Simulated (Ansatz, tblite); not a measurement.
Forces on Nb(NH)Cl3 (NbNCl3H) at its PBE0-D4/def2-SVP geometry. Total charge 0; singlet.

In the def2 sets Nb takes a core potential; there is no spin–orbit coupling. The xTB rows come from tblite.

GFN1-xTB (tblite), largest force 1.92 eV/Å:

```xyz
6
positions Å, forces eV/Å
Nb    0.074    0.325    0.239    0.346    1.525    1.122
N    -0.235   -1.037   -0.763   -0.272   -1.199   -0.882
H    -0.418   -1.842   -1.356    0.016    0.073    0.054
Cl   -0.681   -0.209    2.336    0.239    0.194   -0.625
Cl   -1.079    2.089   -0.663    0.362   -0.514    0.300
Cl    2.338    0.675    0.206   -0.692   -0.078    0.032
```

GFN2-xTB (tblite), largest force 2.23 eV/Å:

```
Nb 0.400 1.765 1.299
N -0.346 -1.526 -1.124
H -0.044 -0.195 -0.144
Cl 0.304 0.358 -0.612
Cl 0.444 -0.450 0.443
Cl -0.758 0.048 0.137
```

PBE0-D4/def2-TZVP (Ansatz), largest force 0.41 eV/Å:

```
Nb 0.045 0.201 0.148
N -0.073 -0.324 -0.239
H 0.051 0.225 0.166
Cl 0.057 0.045 -0.152
Cl 0.087 -0.126 0.071
Cl -0.167 -0.021 0.006
```
